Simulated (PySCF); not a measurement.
**A small calculation by hand: oscillator strength and radiative lifetime**

GaCl2I, SMILES [I][Ga]([Cl])[Cl].

Coordinates come from a B3LYP-D3(BJ)/def2-SVP optimisation. The def2 effective core potentials stand for the cores of I; spin–orbit coupling is left out.

TDA-CAM-B3LYP/def2-SVPD (PySCF 2.14.0) puts the first singlet state with f over 0.02 at 6.33 eV (vertical), with the transition dipole (0.000, 0.000, -1.276) in atomic units.

Question: Find the oscillator strength, the wavelength and the radiative lifetime that this transition would have in vacuum if emission retraced absorption.

Answer: 
|μ|² = 1.6282 au, so |μ| = 3.24 D. ΔE = 6.33/27.211 = 0.2326 hartree. f = (2/3) ΔE |μ|² = 0.253 (the program prints 0.253).
λ = 1239.84/6.33 = 196 nm; ν = 51055 cm⁻¹.
Einstein's coefficient A = 0.6670 ν² f s⁻¹ (ν in cm⁻¹) = 4.4e8 s⁻¹, so τ = 1/A = 2.3 ns. This state is S7; the lower singlets have f = 0.011, 0.006, 0.000, 0.000, 0.018, 0.000. The figure is the radiative limit of this one transition; relaxation, internal conversion, crossing to triplets and a medium change what is measured.
